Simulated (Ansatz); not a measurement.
```json
{"atom": "O", "x (Å)": "0.0000", "y (Å)": "0.0000", "z (Å)": "0.0000"}
{"atom": "O", "x (Å)": "0.0000", "y (Å)": "1.0900", "z (Å)": "0.6700"}
{"atom": "O", "x (Å)": "0.0000", "y (Å)": "-1.0900", "z (Å)": "0.6700"}
```

Basis set: pcseg-2 (spherical functions). Charge 0, multiplicity 1.

Computed with Ansatz (development build ahead of 0.2.0); each method stands on the lowest determinant of its kind that the runs found.

(1) Give the atomization energy at this shape (free ground-state atoms in the same class of orbitals less the molecule, no zero-point energy) of singlet O₃ by UHF, RHF.

## Answers

(1)

| method | atomization energy |
| --- | --- |
| UHF | -0.19 eV |
| RHF | -2.12 eV |

Caution for UHF: the unrestricted determinant is a mixture of spin states. Caution for RHF: an unrestricted determinant lies well below; the molecule lies well above its atoms at this level.

The shape needn't be a minimum at these levels.
